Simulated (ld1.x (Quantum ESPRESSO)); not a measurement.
## Building the TM potential for Ga (BP86, non-relativistic).

Input for ld1.x (Quantum ESPRESSO) 7.5:

```
&input
   title='Ga', zed=31., rel=0, dft='BP', iswitch=3,
   config='[Ar] 3d10 4s1.75 4p1.25 4d-2',
   nld=3, rlderiv=2.70, eminld=-3.0, emaxld=5.0, deld=0.02
 /
 &inputp
   pseudotype=2, tm=.true., lloc=-1, rcloc=1.95,
   nlcc=.true., rcore=1.25,
   file_pseudopw='Ga.UPF', file_wfcaegen='ae.wfc', file_wfcncgen='nc.wfc', file_beta='beta', file_chi='chi'
 /
3
4S  1  0   1.75   0.00  1.75  1.75  0.0
4P  2  1   1.25   0.00  2.50  2.50  0.0
4D  3  2  -2.00   0.30  2.50  2.50  0.0
 &test
   configts(1)='4s1.75 4p1.25'
 /
```

Command:

```bash
ld1.x < Ga.in > Ga.out
```

Resulting log (shortened: banner, matrices, multipoles, cross overlaps and the repeated all-electron block are left out):

```
Program LD1 v.7.5
     --------------------------- All-electron run ----------------------------

     Ga

     atomic number is 31.00
     dft =BP   lsd =0 sic =0 latt =0  beta=0.20 tr2=1.0E-14
     Exchange-correlation= BP
                           (   1   1   1   1   0   0   0)
     mesh =1205 r(mesh) = 101.09016 a.u. xmin = -7.00 dx = 0.01250
     1 Ry =  13.60569312 eV

     n l     nl                  e(Ry)          e(Ha)          e(eV)
     1 0     1S 1( 2.00)      -741.9753      -370.9877    -10095.0886
     2 0     2S 1( 2.00)       -90.6275       -45.3137     -1233.0495
     2 1     2P 1( 6.00)       -80.2982       -40.1491     -1092.5126
     3 0     3S 1( 2.00)       -10.5738        -5.2869      -143.8640
     3 1     3P 1( 6.00)        -7.2255        -3.6127       -98.3073
     3 2     3D 1(10.00)        -1.4973        -0.7486       -20.3715
     4 0     4S 1( 1.75)        -0.6723        -0.3361        -9.1466
     4 1     4P 1( 1.25)        -0.2170        -0.1085        -2.9526

     final scf error:  5.2E-15 reached in  33 iterations

     Etot =   -3850.132764 Ry,   -1925.066382 Ha,  -52383.724870 eV

     Ekin =    3847.479040 Ry,    1923.739520 Ha,   52347.619113 eV
     Encl =   -9214.282891 Ry,   -4607.141446 Ha, -125366.705368 eV
     Eh   =    1667.144998 Ry,     833.572499 Ha,   22682.663241 eV
     Exc  =    -150.473911 Ry,     -75.236955 Ha,   -2047.301855 eV

     normalization and overlap integrals

     s(1S/1S) =  1.000000  <r> =   0.0494  <r2> =    0.0033  r(max) =   0.0327
     s(2S/2S) =  1.000000  <r> =   0.2215  <r2> =    0.0578  r(max) =   0.1856
     s(2P/2P) =  1.000000  <r> =   0.1922  <r2> =    0.0452  r(max) =   0.1482
     s(3S/3S) =  1.000000  <r> =   0.6625  <r2> =    0.5068  r(max) =   0.5718
     s(3P/3P) =  1.000000  <r> =   0.6838  <r2> =    0.5516  r(max) =   0.5718
     s(3D/3D) =  1.000000  <r> =   0.8050  <r2> =    0.8487  r(max) =   0.5305
     s(4S/4S) =  1.000000  <r> =   2.3671  <r2> =    6.5156  r(max) =   1.9223
     s(4P/4P) =  1.000000  <r> =   3.3326  <r2> =   13.3262  r(max) =   2.5307

     ------------------------ End of All-electron run ------------------------

     --------------------- Generating NC pseudopotential ---------------------

      Generating local potential from pseudized AE potential:
      Matching radius rcloc =   1.9500

      Local pseudo, rcloc= 1.946 Estimated cut-off energy=     6.41 Ry

      Computing core charge for nlcc:

       r > 1.26 : true rho core
       r < 1.26 : rho core = a sin(br)/r    a=   7.67  b=   2.09

      Integrated core pseudo-charge :   6.54

      Wfc   4S  rcut= 1.761  Using Troullier-Martins method

      Wfc   4P  rcut= 2.499  Using Troullier-Martins method

      Wfc   4D  rcut= 2.499  Using Troullier-Martins method

     ------------------- End of pseudopotential generation -------------------

     Computing logarithmic derivative in   2.71090
     Computing logarithmic derivative in   2.71090
     Computing the partial wave expansion
     R is outside the sphere for l=    0 j= 0.00
     R is outside the sphere for l=    1 j= 0.00
     R is outside the sphere for l=    2 j= 0.00

     ---------------------- Testing the pseudopotential ----------------------

     Ga

     atomic number is 31.00   valence charge is  3.00
     dft =BP   lsd =0 sic =0 latt =0  beta=0.20 tr2=1.0E-14
     mesh =1205 r(mesh) = 101.09016 xmin = -7.00 dx = 0.01250

     n l     nl             e AE (Ry)        e PS (Ry)    De AE-PS (Ry)
     1 0     4S   1( 1.75)       -0.67226       -0.67226       -0.00000
     2 1     4P   1( 1.25)       -0.21701       -0.21701       -0.00000

     eps = 3.2E-16  iter =  4

     Etot =   -3850.132764 Ry,   -1925.066382 Ha,  -52383.724870 eV
     Etotps =   -12.586588 Ry,      -6.293294 Ha,    -171.249251 eV

     Ekin =       1.482775 Ry,       0.741388 Ha,      20.174182 eV
     Encl =      -7.793863 Ry,      -3.896932 Ha,    -106.040912 eV
     Ehrt =       2.969686 Ry,       1.484843 Ha,      40.404638 eV
     Ecxc =     -10.118467 Ry,      -5.059233 Ha,    -137.668753 eV
     (Ecc =      -8.420015 Ry,      -4.210008 Ha,    -114.560147 eV)
     Epseu=       0.873281 Ry,       0.436641 Ha,      11.881594 eV

     ---------------------- End of pseudopotential test ----------------------
```

Generation and configuration tests took about 2.3 s on one core of a shared server CPU.

Transferability test of the new file with ld1.x, input:

```
&input
   title='Ga', zed=31., rel=0, dft='BP', iswitch=2,
   config='[Ar] 3d10 4s1.75 4p1.25 4d-2'
 /
 &test
   file_pseudo='Ga.UPF', nconf=8,
   configts(1)='4s1.75 4p1.25',
   configts(2)='4s2 4p1',
   configts(3)='4s2 4p0',
   configts(4)='4s1 4p0',
   configts(5)='4s1 4p1',
   configts(6)='4s2 4p0.5',
   configts(7)='4s0 4p3',
   configts(8)='4s2 4p1.3'
 /
```

```bash
ld1.x < Ga.test.in > Ga.test.out
```

Pseudopotential blocks of its output, shortened (energy terms left out):

```
     ---------------------- Testing the pseudopotential ----------------------

     n l     nl             e AE (Ry)        e PS (Ry)    De AE-PS (Ry)
     1 0     4S   1( 1.75)       -0.67226       -0.67226       -0.00000
     2 1     4P   1( 1.25)       -0.21701       -0.21701       -0.00000

     eps = 1.7E-15  iter =  4

     Etot =   -3850.132764 Ry,   -1925.066382 Ha,  -52383.724868 eV
     Etotps =   -12.586588 Ry,      -6.293294 Ha,    -171.249248 eV

     ---------------------- End of pseudopotential test ----------------------

          ---------------------- Testing the pseudopotential ----------------------

     n l     nl             e AE (Ry)        e PS (Ry)    De AE-PS (Ry)
     1 0     4S   1( 2.00)       -0.65180       -0.65120       -0.00060
     2 1     4P   1( 1.00)       -0.20227       -0.20214       -0.00013

     eps = 3.0E-16  iter =  7

     Etot =   -3850.245866 Ry,   -1925.122933 Ha,  -52385.263705 eV
     Etotps =   -12.699630 Ry,      -6.349815 Ha,    -172.787269 eV
     dEtot_ae =      -0.113102 Ry
     dEtot_ps =      -0.113042 Ry,   Delta E=      -0.000060 Ry

     ---------------------- End of pseudopotential test ----------------------

          ---------------------- Testing the pseudopotential ----------------------

     n l     nl             e AE (Ry)        e PS (Ry)    De AE-PS (Ry)
     1 0     4S   1( 2.00)       -1.19391       -1.19621        0.00229
     2 1     4P   1( 0.00)       -0.67841       -0.67997        0.00156

     eps = 8.6E-15  iter =  8

     Etot =   -3849.814867 Ry,   -1924.907434 Ha,  -52379.399663 eV
     Etotps =   -12.268293 Ry,      -6.134146 Ha,    -166.918624 eV
     dEtot_ae =       0.317897 Ry
     dEtot_ps =       0.318295 Ry,   Delta E=      -0.000398 Ry

     ---------------------- End of pseudopotential test ----------------------

          ---------------------- Testing the pseudopotential ----------------------

     n l     nl             e AE (Ry)        e PS (Ry)    De AE-PS (Ry)
     1 0     4S   1( 1.00)       -1.89648       -1.91607        0.01959  !
     2 1     4P   1( 0.00)       -1.30596       -1.32096        0.01500  !

     eps = 9.2E-15  iter =  6

     Etot =   -3848.273694 Ry,   -1924.136847 Ha,  -52358.430938 eV
     Etotps =   -10.717523 Ry,      -5.358761 Ha,    -145.819324 eV
     dEtot_ae =       1.859070 Ry
     dEtot_ps =       1.869065 Ry,   Delta E=      -0.009995 Ry

     ---------------------- End of pseudopotential test ----------------------

          ---------------------- Testing the pseudopotential ----------------------

     n l     nl             e AE (Ry)        e PS (Ry)    De AE-PS (Ry)
     1 0     4S   1( 1.00)       -1.26918       -1.27514        0.00596  !
     2 1     4P   1( 1.00)       -0.74274       -0.74612        0.00338

     eps = 8.9E-15  iter =  9

     Etot =   -3849.294102 Ry,   -1924.647051 Ha,  -52372.314296 eV
     Etotps =   -11.745862 Ry,      -5.872931 Ha,    -159.810590 eV
     dEtot_ae =       0.838662 Ry
     dEtot_ps =       0.840726 Ry,   Delta E=      -0.002064 Ry

     ---------------------- End of pseudopotential test ----------------------

          ---------------------- Testing the pseudopotential ----------------------

     n l     nl             e AE (Ry)        e PS (Ry)    De AE-PS (Ry)
     1 0     4S   1( 2.00)       -0.90780       -0.90791        0.00012
     2 1     4P   1( 0.50)       -0.42635       -0.42650        0.00015

     eps = 3.4E-15  iter =  6

     Etot =   -3850.090097 Ry,   -1925.045049 Ha,  -52383.144358 eV
     Etotps =   -12.543888 Ry,      -6.271944 Ha,    -170.668287 eV
     dEtot_ae =       0.042667 Ry
     dEtot_ps =       0.042700 Ry,   Delta E=      -0.000033 Ry

     ---------------------- End of pseudopotential test ----------------------

          ---------------------- Testing the pseudopotential ----------------------

     n l     nl             e AE (Ry)        e PS (Ry)    De AE-PS (Ry)
     1 0     4S   1( 0.00)       -0.79354       -0.79771        0.00417
     2 1     4P   1( 3.00)       -0.30354       -0.30463        0.00109

     eps = 2.9E-15  iter =  7

     Etot =   -3849.304383 Ry,   -1924.652191 Ha,  -52372.454169 eV
     Etotps =   -11.755470 Ry,      -5.877735 Ha,    -159.941311 eV
     dEtot_ae =       0.828381 Ry
     dEtot_ps =       0.831118 Ry,   Delta E=      -0.002737 Ry

     ---------------------- End of pseudopotential test ----------------------

          ---------------------- Testing the pseudopotential ----------------------

     n l     nl             e AE (Ry)        e PS (Ry)    De AE-PS (Ry)
     1 0     4S   1( 2.00)       -0.51900       -0.51836       -0.00064
     2 1     4P   1( 1.30)       -0.08678       -0.08670       -0.00007

     eps = 2.8E-15  iter =  7

     Etot =   -3850.288792 Ry,   -1925.144396 Ha,  -52385.847734 eV
     Etotps =   -12.742523 Ry,      -6.371262 Ha,    -173.370862 eV
     dEtot_ae =      -0.156028 Ry
     dEtot_ps =      -0.155936 Ry,   Delta E=      -0.000092 Ry

     ---------------------- End of pseudopotential test ----------------------
```
